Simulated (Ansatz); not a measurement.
`O[SiH](F)[SiH2][SiH3]` → `O[SiH]F`• + `[SiH2][SiH3]`• at 298.15 K and 1 bar (homolysis of the Si–Si bond).

Program: Ansatz. Geometries: PBE0-D4/def2-TZVP. ΔE: electronic, gas phase. CCSD(T)/CBS adds triple-zeta CCSD(T) − MP2 to the extrapolated MP2 energy (def2 sets, frozen cores). No spin–orbit coupling; open shells (•) take unrestricted orbitals. One conformer a species, not always the lowest.

```csv
species,CCSD(T)/CBS energy (Eh),H − E (kJ/mol),S (J/(mol·K))
`O[SiH](F)[SiH2][SiH3]`,-1046.52114,206.2,403.7
`O[SiH]F`•,-465.30075,77.6,280.5
`[SiH2][SiH3]`•,-581.09367,118.9,292.2
```

H − E and S are ideal-gas, rigid-rotor, harmonic terms from PBE0-D4/def2-TZVP, for one conformer and one mirror image of each species, with the whole ground term of open shells counted as degenerate. 1 Eh = 2625.50 kJ/mol, R = 8.31446 J/(mol·K).

Problem. By hand: ΔE, ΔH, ΔS and ΔG.

Solution. ΔE = (-465.30075) + (-581.09367) − (-1046.52114) = 0.12672 Eh = 332.7 kJ/mol. Δ(H − E) = 77.6 + 118.9 − 206.2 = -9.7, so ΔH = 323.0 kJ/mol. ΔS = 280.5 + 292.2 − 403.7 = 169.0 J/(mol·K). ΔG = 323.0 − 298.15 × (169.0)/1000 = 272.6 kJ/mol.

Problem. By hand: the equilibrium constant, and the temperature at which ΔG would vanish if ΔH and ΔS stayed fixed.

Solution. log₁₀ K = −ΔG/(RT ln 10) = -47.8. ΔG = 0 at ΔH/ΔS = 1911 K.

The number of gas molecules changes by +1, which sets the sign of ΔS. A doubt of 5 kJ/mol in ΔE shifts log₁₀ K by 0.9 here. Other conformers and mirror images would add mixing entropy, several J/(mol·K) or more a flexible species. Modes under 60 cm⁻¹, often nearly free rotors, make the harmonic entropy too high. These are equilibria of isolated gas molecules and say nothing of rates. Largest T1 diagnostic: 0.015 (customary marks: 0.02 for closed shells, 0.045 for open ones).
